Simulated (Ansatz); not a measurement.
The first iterations of a band of H₈O₂W (11 atoms, charge 0, multiplicity 1).

Computed with Ansatz 0.2.0, RKS PBE/def2-SVP.

```yaml
movable_images: 1
climbing_image: no
spring: 5.0 eV/Å²
optimiser: quadratic models (default)
start_path: through a guess of the saddle point
force_threshold: 0.05 eV/Å
iteration_limit: 60
end_points: relaxed
```

Initial state:

```xyz
11
Properties=species:S:1:pos:R:3
W 0.150 -0.312 0.294
H -0.206 0.118 1.932
H 1.709 -0.276 -0.457
H -0.884 1.025 0.405
H -1.141 -0.218 -0.754
O -0.448 -2.129 0.115
H 0.109 -2.734 0.659
H 0.230 0.792 -0.987
O 1.465 1.551 1.038
H 2.409 1.411 0.839
H 1.395 1.651 2.006
```

Final state:

```xyz
11
Properties=species:S:1:pos:R:3
W 0.192 0.080 -0.375
H 0.687 -0.495 3.510
H 1.709 0.350 -1.097
H -1.130 0.332 -1.426
H -0.943 1.260 0.065
O 0.045 -1.554 0.502
H -0.050 -1.651 1.473
H 0.309 -0.255 -2.043
O 1.103 1.388 0.793
H 2.073 1.349 0.687
H 0.793 0.075 3.002
```

| iteration | highest image above the first end (eV) | largest band force component (eV/Å) |
| --- | --- | --- |
| 1 | 6.815 | 4.157 |
| 2 | 5.970 | 3.745 |
| 3 | 4.852 | 3.501 |
| 4 | 3.915 | 2.689 |
| 5 | 2.801 | 2.078 |
| 6 | 1.827 | 2.815 |

Question: Does the band converge within its limit, and where does its top end?

Answer: It converged. It ended after 18 iterations with the highest image 0.000 eV above the first end. The highest image is an end point: on this band no image between the ends rises above it. So few images can step over the top or miss a turn of the path. The orbitals stay closed-shell, which can raise the energy where a bond breaks towards radicals; this wasn't checked here.

Time of the run: 36 s on 2 threads of Arm Neoverse V2, on a shared host, peak memory 0.14 GiB.
